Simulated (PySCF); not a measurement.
Species: C9H9F.
Geometry (PBE0-D3(BJ)/def2-SVP, Å), atoms numbered from 1 in this order:
```xyz
19
C9H9F angstrom
F     -2.685   -0.089   -0.760
C     -1.960   -0.423    0.356
C     -0.489   -0.172    0.123
C     -0.153    1.294   -0.186
C      1.146    1.509   -0.372
C      1.991    0.237   -0.240
C      1.394   -0.759   -1.239
C      0.094   -0.970   -1.052
C      1.672   -0.327    1.146
C      0.373   -0.541    1.335
H     -2.136   -1.489    0.582
H     -2.324    0.181    1.205
H     -0.944    2.043   -0.251
H      1.603    2.472   -0.604
H      3.061    0.414   -0.396
H      2.006   -1.219   -2.016
H     -0.545   -1.619   -1.653
H      2.459   -0.522    1.877
H     -0.077   -0.939    2.248
```

Theory: TDDFT CAM-B3LYP/def2-SVPD, vertical, gas phase, core orbitals frozen in the response in PySCF 2.14.0, density-fitted response routines.

```json
{"state": "S1", "E (eV)": "5.08", "E (kJ/mol)": "490", "λ (nm)": "244.1", "f": "0.0000", "|μ| (D)": "0.04", "symmetry": "–", "main configurations (H = HOMO, L = LUMO)": "H→L (98%)"}
{"state": "S2", "E (eV)": "5.13", "E (kJ/mol)": "495", "λ (nm)": "241.9", "f": "0.0001", "|μ| (D)": "0.07", "symmetry": "–", "main configurations (H = HOMO, L = LUMO)": "H→L+1 (98%)"}
{"state": "S3", "E (eV)": "6.28", "E (kJ/mol)": "606", "λ (nm)": "197.6", "f": "0.0000", "|μ| (D)": "0.00", "symmetry": "–", "main configurations (H = HOMO, L = LUMO)": "H→L+2 (49%), H-1→L (29%), H-2→L+1 (12%)"}
{"state": "S4", "E (eV)": "6.30", "E (kJ/mol)": "608", "λ (nm)": "196.7", "f": "0.0000", "|μ| (D)": "0.01", "symmetry": "–", "main configurations (H = HOMO, L = LUMO)": "H-1→L (42%), H→L+2 (40%), H-2→L+1 (13%)"}
{"state": "S5", "E (eV)": "6.39", "E (kJ/mol)": "616", "λ (nm)": "194.1", "f": "0.0002", "|μ| (D)": "0.09", "symmetry": "–", "main configurations (H = HOMO, L = LUMO)": "H-2→L (51%), H-1→L+1 (46%)"}
{"state": "S6", "E (eV)": "6.39", "E (kJ/mol)": "617", "λ (nm)": "193.9", "f": "0.0001", "|μ| (D)": "0.05", "symmetry": "–", "main configurations (H = HOMO, L = LUMO)": "H-2→L+1 (72%), H-1→L (25%)"}
{"state": "S7", "E (eV)": "6.92", "E (kJ/mol)": "667", "λ (nm)": "179.2", "f": "0.011", "|μ| (D)": "0.64", "symmetry": "A″", "main configurations (H = HOMO, L = LUMO)": "H→L+3 (49%), H→L+4 (35%)"}
{"state": "S8", "E (eV)": "7.04", "E (kJ/mol)": "679", "λ (nm)": "176.2", "f": "0.020", "|μ| (D)": "0.86", "symmetry": "A′", "main configurations (H = HOMO, L = LUMO)": "H→L+5 (78%), H-1→L+2 (10%)"}
{"state": "S9", "E (eV)": "7.05", "E (kJ/mol)": "680", "λ (nm)": "175.8", "f": "0.012", "|μ| (D)": "0.67", "symmetry": "A″", "main configurations (H = HOMO, L = LUMO)": "H→L+4 (42%), H→L+3 (37%)"}
{"state": "S10", "E (eV)": "7.17", "E (kJ/mol)": "691", "λ (nm)": "173.0", "f": "0.042", "|μ| (D)": "1.24", "symmetry": "A′", "main configurations (H = HOMO, L = LUMO)": "H→L+8 (34%), H-1→L+1 (31%), H-2→L (27%)"}
```

Triplets (Tamm–Dancoff): T1 3.56 eV, H→L+1 (71%); T2 3.57 eV, H→L (70%); T3 4.27 eV, H-1→L+1 (31%), H-2→L (31%), H→L+8 (26%); T4 5.90 eV, H-2→L (40%), H-1→L+1 (37%), H→L (18%).

The lowest singlet lies at 5.08 eV (244 nm, ultraviolet) and is dark (f under 0.0005); its leading configuration is HOMO→LUMO (98%). The strongest level in the table is S10 at 7.17 eV (173 nm, f = 0.042). It is the last of those listed, so stronger ones may follow. S5/S6 lie within about 0.01 eV of each other. Löwdin shares by element: HOMO carbon 65% or more (atoms not listed hold the other 35%); LUMO carbon 56% or more (atoms not listed hold the other 44%). Orbital energies (eV): HOMO-3 -10.58, HOMO-2 -9.17, HOMO-1 -9.16, HOMO -7.57, LUMO 0.72, LUMO+1 0.77, LUMO+2 1.41. The oscillator strengths of these states sum to 0.085; summed over the whole spectrum of an exact calculation they would give the number of electrons, 72 (Thomas–Reiche–Kuhn). Of the 10 states listed, 4 reach f = 0.01 and 6 stay under 0.0005. All these states lie below the vertical ionisation energy of 8.27 eV (ΔSCF). Symmetry labels in Cs follow from the direction of the transition dipole and are given only for states with f of 0.002 or more. The window holds the lowest 10 singlets.

One conformer stands for the species.
